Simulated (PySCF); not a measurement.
An unknown shows these calculated signals:

1H NMR (500 MHz, computed): δ 4.76 (m, 1H), 4.69 (m, 1H), 4.67 (m, 1H), 3.45 (m, 1H), 2.23 (m, 1H), 1.86 (m, 1H), 1.54 (m, 1H), 1.06 (d, 3H), 0.71 (br s, 1H).

13C{1H} NMR (computed): δ 127.7 (C), 72.9 (CH), 38.5 (CH), 26.5 (CH), 25.3 (CH3), 12.6 (CH2).

- shieldings: GIAO PBE0/pcSseg-1
- geometry: GFN2-xTB
- run in PySCF 2.14
- no solvent model, non-relativistic Hamiltonian, rapidly exchanging positions averaged, one computed conformer

δ = σ(ref) − σ, references computed at the same level: 1H (σ = 31.72 ppm) and 13C (σ = 186.93 ppm) against TMS.

Question: Which of these does the molecule contain: an ester, a Si–H bond, an OH group, a nitrile, a CH3CH2 unit, a (CH3)2CH unit?

Answer: 
- An ester: no.
- A Si–H bond: yes (δH 4.69 (m), 4.76 (m)).
- An OH group: yes (δH 0.71 (br s)).
- A nitrile: yes (δC 127.7).
- A CH3CH2 unit: no.
- A (CH3)2CH unit: no.

The data belong to SMILES C[C@@H](O)[C@H]1[SiH2]C[C@H]1C#N, C₆H₁₁NOSi; they needn't prove each group on their own.

Carbon signals by region: 1 in the sp2 and nitrile region (100–160 ppm), 1 at 50–100 ppm, 4 below 50 ppm.

Exchangeable OH/NH protons stand at their gas-phase positions; hydrogen bonding in a real sample shifts them, mostly to higher δ. Shifts are as computed. Against solution values, carbons near 30 ppm lie about +3 ppm off and those near 130 ppm about +5 ppm. Of 1309 compounds with measured shifts, 239 miss one by over three times the rms of a fit or turn the order of signals round; such compounds aren't used in these exercises. No couplings were computed; multiplicities are counted from neighbouring protons, with m where these are inequivalent, close in shift, in a saturated or five-membered ring or joined by F or P, and br s for small geminal =CH2 splittings.
